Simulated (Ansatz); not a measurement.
F$_{3}$H$_{3}$Si$_{2}$ (`F[SiH2][SiH](F)F`) from Hartree–Fock to CCSD(T)

| atom | x (Å) | y (Å) | z (Å) |
| --- | --- | --- | --- |
| F1 | -1.655 | 0.860 | -1.315 |
| Si2 | -0.496 | -0.220 | -1.062 |
| Si3 | 0.512 | 0.241 | 1.016 |
| F4 | 1.721 | -0.782 | 1.201 |
| F5 | -0.525 | -0.033 | 2.191 |
| H6 | -1.100 | -1.576 | -1.074 |
| H7 | 0.498 | -0.100 | -2.158 |
| H8 | 1.045 | 1.610 | 1.202 |

Charge 0, multiplicity 1. The geometry is a stationary point of PBE0-D4/def2-TZVP. It is one conformer, not always the lowest. Frozen core, restricted reference, the Gaussian-basis code of Ansatz. CBS rows extrapolate triple and quadruple zeta.

```tsv
basis	HF (Eh)	MP2 corr.
def2-TZVPP	-878.28589	-0.98197
def2-QZVPP	-878.31936	-1.07497
```

Q: Estimate the CCSD correlation energy and the (T) correction in each basis where they were run (hartree).

A: 
```json
{"basis": "def2-TZVPP", "CCSD corr.": "-1.00982", "(T)": "-0.02909"}
{"basis": "def2-QZVPP", "CCSD corr.": "-1.09407", "(T)": "-0.03499"}
{"basis": "CBS(def2)", "CCSD corr.": "-1.15647", "(T)": "-0.03936"}
```
